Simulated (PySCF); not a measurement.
## A search over the determinants of GeCl⁺

Unrestricted PBE0; Ge def2-TZVPPD, Cl def2-TZVPPD; no relativity (PySCF 2.14). Outer shells of the fragments: Ge+ 3d10 4s2 4p1; Cl 3s2 3p5.

Followed along the bond (rough minima from three points):

```
2Ms+1  unpaired  ⟨S²⟩ at the start  R at minimum (Å)  Te (eV)
    1      none               0.00              2.07     0.00
    3  σ ↑, π ↑               2.01              2.13     3.95
```

Solutions found at the starting distance of 2.230 Å, counted from the lowest of them; the search is not exhaustive and high or unbound solutions are not listed, so other states can lie among these:

```csv
2Ms+1,unpaired,term,E (eV),⟨S²⟩,⟨Lz²⟩,μ (D)
1,none,¹Σ⁺,0.00,0.00,0.00,-2.95
3,"σ ↑, π ↑",³Π,3.76,2.01,1.01,-1.60
3,π ↑↑,mixed,4.00,2.01,2.01,1.26
3,π ↑↑,mixed,4.19,2.01,2.01,1.26
1,π ↑↓,mixed,4.21,1.01,2.02,1.25
3,σ ↑↑,³Σ⁺,6.37,2.00,0.00,-1.18
3,"σ ↑, π ↑",³Π,6.66,2.01,1.01,1.12
```

A term symbol is given only where ⟨S²⟩ and ⟨Lz²⟩ are close to those of a pure state; real π, δ and φ orbitals otherwise mix terms. A positive dipole points towards Cl; it is taken about the centre of mass and depends on that origin.

Question: Compare the gap between the two lowest followed solutions at the starting distance with the gap between their minima.

Answer: At PBE0 the second solution (triplet, unpaired electrons σ ↑, π ↑) lies +3.76 eV from the first (singlet, closed shell) at 2.230 Å and +3.95 eV at the minima; the two curves relax by different amounts, since their minima lie near 2.13 and 2.07 Å.

Counting both spins, an empty level lies below a filled one in some of these solutions, because spin and occupation are held.
